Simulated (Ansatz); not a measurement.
Reaction (formal hydrolysis of a B–C bond): `CB1N[SiH2]1` + H₂O → `OB1N[SiH2]1` + CH₄

Computed with Ansatz on PBE0-D4/def2-TZVP structures; ΔE is electronic, products minus reactants. CCSD(T)/CBS is the MP2 limit (def2-TZVPP, def2-QZVPP) plus CCSD(T) − MP2 in def2-TZVPP, frozen cores. This one scheme is used for every species. Functionals use def2-TZVPP. Each species was taken in one conformer, which may not be the lowest.

`CB1N[SiH2]1`:

Z-matrix (Å, degrees):
```
C
B 1 1.552
H 1 1.094 2 110.4
H 1 1.094 2 110.2 3 116.8
H 1 1.093 2 113.1 3 -121.7
N 2 1.382 1 138.8 3 122.9
Si 2 1.940 1 160.1 3 -57.4
H 6 1.009 2 137.6 1 -0.1
H 7 1.488 2 125.6 1 -89.7
H 7 1.487 2 125.6 1 90.2
```

H₂O:

Z-matrix (Å, degrees):
```
O
H 1 0.960
H 1 0.960 2 105.1
```

`OB1N[SiH2]1`:

Cartesian coordinates in Å:
```
O 1.974 0.731 -0.300
B 0.711 0.268 -0.182
N -0.186 -0.121 0.811
Si -1.040 -0.327 -0.713
H 2.427 0.838 0.542
H -0.243 -0.208 1.814
H -1.413 -1.724 -1.061
H -2.229 0.544 -0.911
```

CH₄:

Cartesian coordinates in Å:
```
C 0.000 0.000 0.000
H 0.427 -0.932 -0.370
H 0.772 0.769 0.024
H -0.391 -0.154 1.005
H -0.808 0.317 -0.659
```

Q: Is it downhill or uphill in electronic energy at CCSD(T)/CBS, and by how much? (Estimate.)

A: Ansatz gave: Downhill: ΔE = -93.4 kJ/mol.

Q: What do these levels give: PBE-D4, B97M-V, r2SCAN0-D4, r2SCAN, LC-ωPBE, RPA@PBE/def2-TZVPP, CCSD/def2-SVP, SCS-MP2/def2-TZVPP, CCSD/def2-TZVPP, MP2/def2-QZVPP, HF/CBS(def2), MP2/CBS(def2)? (Estimate.)

A: Computed: PBE-D4 -96.8, B97M-V -104.6, r2SCAN0-D4 -100.8, r2SCAN -102.5, LC-ωPBE -98.8, RPA@PBE/def2-TZVPP -96.4, CCSD/def2-SVP -116.1, SCS-MP2/def2-TZVPP -100.0, CCSD/def2-TZVPP -98.3, MP2/def2-QZVPP -95.0, HF/CBS(def2) -110.7, MP2/CBS(def2) -93.4 kJ/mol.

Largest T1 diagnostic among the species: 0.013.

Leaving LDA and LC-ωPBE aside and taking each functional with its dispersion term where it has one, the values, not all of them listed here, spread over 10.4 kJ/mol, from CAM-B3LYP-D4 to revPBE-D4. In def2-TZVPP, CCSD(T) changes the Hartree–Fock value by +13.8 kJ/mol (the triples alone add +1.0 kJ/mol) and MP2 by +13.7 kJ/mol. At CCSD(T), def2-SVP lies −22.7 kJ/mol from the extrapolated value and def2-TZVPP −3.9 kJ/mol.
